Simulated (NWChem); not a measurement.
Species: SrHSCl; SMILES [SH][Sr][Cl]

```xyz
4

Sr    -0.3843    -0.0371    -0.0004
Cl     0.4428    -2.5136     0.0002
S      0.4897     2.5657    -0.0003
H     -0.7595     3.0903     0.0149
```
Atoms are numbered in this order, from 1.

Structure relaxed at the PBE0/def2-SVP level. No frequency run checked for a minimum. def2 effective core potentials on Sr; no spin-orbit coupling.

Task: List the 4 lowest vertical singlet excitations from PBE0/def2-SVPD with def2 effective core potentials on Sr, TDA (NWChem).

Result: 
```
state  energy (eV)  oscillator strength  leading excitation (squared amplitude)
-----  -----------  -------------------  --------------------------------------
S1            3.24                0.023                      HOMO → LUMO (0.99)
S2            3.66                0.027                    HOMO−1 → LUMO (0.98)
S3            4.69                0.011                    HOMO → LUMO+2 (0.92)
S4            4.69                0.008                    HOMO → LUMO+1 (0.91)
```
